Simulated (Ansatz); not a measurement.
Born–Oppenheimer molecular dynamics of H6OSSi3 (11 atoms, charge 0, multiplicity 1). It starts at the highest image of a converged band. Of that band: Neighbouring images differ by up to 1.4 eV, so the band resolves the path poorly. A vibrational analysis at the climbing image gives one clearly imaginary mode, 895i cm⁻¹: a first-order saddle point.

These are results of RKS B3LYP-D4/def2-SVP (Ansatz), not measurements.

```yaml
ensemble: NVE (velocity Verlet)
time_step: 0.5 fs
steps_asked: 200
starting_velocities_drawn_for: 300 K
seed: 2882
```

Frames 5 fs apart, positions in Å.

Velocities at 0.0 fs (Å/ps):

```
O -4.30 -0.88 1.78
Si 0.03 0.97 -2.97
Si -0.72 -1.08 -3.23
Si 2.43 -2.89 0.55
S 0.41 2.12 4.27
H 15.88 26.07 -1.30
H -17.55 12.32 3.67
H 17.11 7.67 12.12
H -4.95 26.69 9.64
H 12.82 -24.85 -17.43
H -16.50 -17.65 -13.26
```

```xyz
11
Properties=species:S:1:pos:R:3 time_fs=0.0 energy_less_start_eV=0.000 T=300
O -1.618 2.053 1.126
Si -0.113 1.540 0.629
Si 0.234 -0.801 0.999
Si 0.923 -1.009 -1.226
S -0.421 0.556 -1.913
H -2.255 1.391 1.425
H 0.273 1.785 -0.938
H 1.116 -1.174 2.146
H -1.095 -1.472 1.149
H 0.660 -2.276 -1.966
H 2.361 -0.650 -1.410
11
Properties=species:S:1:pos:R:3 time_fs=5.0 energy_less_start_eV=0.138 T=183
O -1.630 2.056 1.131
Si -0.114 1.545 0.615
Si 0.233 -0.807 0.984
Si 0.933 -1.026 -1.225
S -0.419 0.567 -1.891
H -2.294 1.398 1.476
H 0.198 1.852 -0.920
H 1.167 -1.128 2.167
H -1.131 -1.352 1.198
H 0.725 -2.345 -2.019
H 2.334 -0.718 -1.476
11
Properties=species:S:1:pos:R:3 time_fs=10.0 energy_less_start_eV=0.181 T=146
O -1.641 2.054 1.136
Si -0.119 1.551 0.603
Si 0.235 -0.809 0.974
Si 0.937 -1.047 -1.229
S -0.417 0.573 -1.871
H -2.256 1.450 1.486
H 0.191 1.949 -0.893
H 1.125 -1.080 2.096
H -1.177 -1.274 1.244
H 0.765 -2.279 -1.979
H 2.418 -0.729 -1.510
11
Properties=species:S:1:pos:R:3 time_fs=15.0 energy_less_start_eV=-0.034 T=331
O -1.638 2.057 1.136
Si -0.132 1.556 0.590
Si 0.236 -0.807 0.962
Si 0.944 -1.062 -1.236
S -0.415 0.575 -1.852
H -2.288 1.392 1.542
H 0.278 2.103 -0.782
H 1.128 -1.091 2.123
H -1.160 -1.226 1.263
H 0.728 -2.326 -1.988
H 2.390 -0.727 -1.450
11
Properties=species:S:1:pos:R:3 time_fs=20.0 energy_less_start_eV=-0.619 T=834
O -1.633 2.057 1.138
Si -0.151 1.556 0.573
Si 0.241 -0.799 0.952
Si 0.946 -1.070 -1.249
S -0.412 0.568 -1.832
H -2.188 1.422 1.524
H 0.461 2.395 -0.495
H 1.124 -1.137 2.179
H -1.147 -1.215 1.260
H 0.665 -2.405 -1.992
H 2.357 -0.716 -1.337
11
Properties=species:S:1:pos:R:3 time_fs=25.0 energy_less_start_eV=-1.333 T=1446
O -1.619 2.068 1.137
Si -0.176 1.545 0.539
Si 0.254 -0.788 0.949
Si 0.937 -1.076 -1.266
S -0.406 0.557 -1.806
H -2.166 1.349 1.563
H 0.688 2.808 0.044
H 1.031 -1.169 2.138
H -1.169 -1.222 1.239
H 0.652 -2.346 -1.901
H 2.432 -0.713 -1.241
11
Properties=species:S:1:pos:R:3 time_fs=30.0 energy_less_start_eV=-1.226 T=1353
O -1.610 2.079 1.141
Si -0.194 1.531 0.486
Si 0.266 -0.774 0.949
Si 0.927 -1.071 -1.277
S -0.399 0.547 -1.774
H -2.106 1.359 1.548
H 0.744 2.955 0.775
H 0.990 -1.226 2.167
H -1.151 -1.219 1.177
H 0.636 -2.387 -1.881
H 2.396 -0.773 -1.220
11
Properties=species:S:1:pos:R:3 time_fs=35.0 energy_less_start_eV=-0.871 T=1049
O -1.606 2.088 1.145
Si -0.200 1.522 0.427
Si 0.277 -0.759 0.953
Si 0.919 -1.062 -1.278
S -0.391 0.545 -1.738
H -2.129 1.374 1.519
H 0.592 2.641 1.311
H 0.996 -1.277 2.221
H -1.134 -1.226 1.084
H 0.605 -2.433 -1.924
H 2.353 -0.843 -1.311
11
Properties=species:S:1:pos:R:3 time_fs=40.0 energy_less_start_eV=-0.503 T=734
O -1.605 2.092 1.144
Si -0.202 1.507 0.381
Si 0.289 -0.746 0.964
Si 0.909 -1.064 -1.271
S -0.385 0.557 -1.702
H -2.258 1.386 1.436
H 0.502 2.174 1.424
H 0.968 -1.267 2.163
H -1.140 -1.272 0.984
H 0.562 -2.296 -1.953
H 2.421 -0.858 -1.506
11
Properties=species:S:1:pos:R:3 time_fs=45.0 energy_less_start_eV=-0.976 T=1140
O -1.613 2.084 1.133
Si -0.214 1.474 0.346
Si 0.296 -0.734 0.974
Si 0.912 -1.069 -1.254
S -0.382 0.585 -1.668
H -2.332 1.502 1.246
H 0.812 2.033 1.341
H 0.994 -1.270 2.163
H -1.083 -1.348 0.898
H 0.437 -2.222 -2.075
H 2.340 -0.842 -1.718
11
Properties=species:S:1:pos:R:3 time_fs=50.0 energy_less_start_eV=-1.228 T=1357
O -1.605 2.077 1.108
Si -0.231 1.429 0.333
Si 0.297 -0.728 0.983
Si 0.922 -1.078 -1.235
S -0.383 0.626 -1.639
H -2.479 1.560 0.999
H 1.148 2.135 0.938
H 1.058 -1.280 2.208
H -0.992 -1.469 0.849
H 0.286 -2.157 -2.174
H 2.190 -0.800 -1.889
11
Properties=species:S:1:pos:R:3 time_fs=55.0 energy_less_start_eV=-1.514 T=1601
O -1.594 2.063 1.070
Si -0.238 1.385 0.339
Si 0.299 -0.732 0.999
Si 0.927 -1.092 -1.223
S -0.388 0.676 -1.617
H -2.403 1.722 0.750
H 1.069 2.255 0.277
H 1.069 -1.233 2.150
H -0.920 -1.622 0.851
H 0.211 -2.017 -2.091
H 2.180 -0.733 -2.021
```

Of the whole run (100 fs, mean temperature of the second half 1230 K): The conserved energy stayed within 0.28 meV per atom of its start (net change -0.02 meV per atom), so the integration is sound. The system heated up, since it started high on the potential surface and ran downhill. A run of 0.1 ps of so small a system gives no equilibrium averages. The orbitals stay closed-shell, which can raise the energy where a bond breaks towards radicals; this wasn't checked here.

Time of the run: 13 min on 2 threads of Arm Neoverse V1, on a shared host, peak memory 0.29 GiB.
